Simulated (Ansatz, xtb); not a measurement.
# Isomers of C6H4ClFO in order of energy

6 gas-phase structures of C6H4ClFO, from a drawn sample of its isomers (lower ones may exist). Each was relaxed with GFN2-xTB:

A. `C#C[C@@H]1C(=O)[C@H](F)[C@@H]1Cl`, a singlet
B. `C#CC1=C(O)[C@@H](F)[C@@H]1Cl`, a singlet
C. `C#CC1=C(O)[C@@H](F)[C@H]1Cl`, a singlet
D. `C#C[C@@H]1C(O)=C(F)[C@@H]1Cl`, a singlet
E. `C#C[C@@H]1C(=O)[C@@H](F)[C@H]1Cl`, a singlet
F. `C#C[C@@H]1C(=O)[C@H](F)[C@H]1Cl`, a singlet

Estimate their order in r2SCAN-D4/def2-SVP energy at these geometries, lowest first.

Calculated order at r2SCAN-D4/def2-SVP: B (0.0), F (0.7), C (1.5), E (1.8), A (2.9), D (11.1) kcal/mol. Less than 1 kcal/mol parts B and F; F and C; C and E, so the order within those pairs means little. CCSD(T)/def2-SVP + ΔMP2/def2-TZVPP after further relaxation puts F lowest instead.

Energies above the lowest of each column, in kcal/mol; the last columns are at PBE0-D3(BJ)/def2-SVP geometries and were run for some of them only (a dash: not run or not comparable):

```
structure  GFN2-xTB  HF/STO-3G  r2SCAN-D4/def2-SVP  PBE0-D3(BJ)/def2-SVP  CCSD(T)/def2-SVP + ΔMP2/def2-TZVPP
        B       3.5       14.2                 0.0                   0.9                                 2.5
        F       0.0        0.0                 0.7                   0.0                                 0.0
        C       6.5       15.2                 1.5                   2.6                                 4.4
        E       2.6        1.9                 1.8                   1.5                                 1.3
        A       4.2        3.0                 2.9                   1.9                                 2.2
        D       9.9       20.0                11.1                     –                                   –
```

CCSD(T)/def2-SVP + ΔMP2/def2-TZVPP puts F lowest of those it was run on; r2SCAN-D4/def2-SVP picks B. CCSD(T)/def2-SVP + ΔMP2/def2-TZVPP orders those it was run on as F (0.0), E (1.3), A (2.2), B (2.5), C (4.4) kcal/mol. Less than 1 kcal/mol parts E and A; A and B, so the order within those pairs means little. Some further structures that were screened fall inside this span and aren't listed. Flexible structures stand in one conformer each, not always the lowest. Frequencies (GFN2-xTB) were run for A, B, C, E, F alone. The ΔMP2 step shifts differences by up to 3.6 kcal/mol, which makes them less sure. ΔMP2 is the change of the MP2 energy from the smaller to the larger basis.

Over these structures GFN2-xTB departs from r2SCAN-D4/def2-SVP by 1.9 kcal/mol on average once a common shift is removed. A GFN2-xTB relaxation took about 0.092 s and the r2SCAN-D4/def2-SVP energy about 1.7 s on a shared host (Ansatz 0.2.0, xtb 6.7.1).
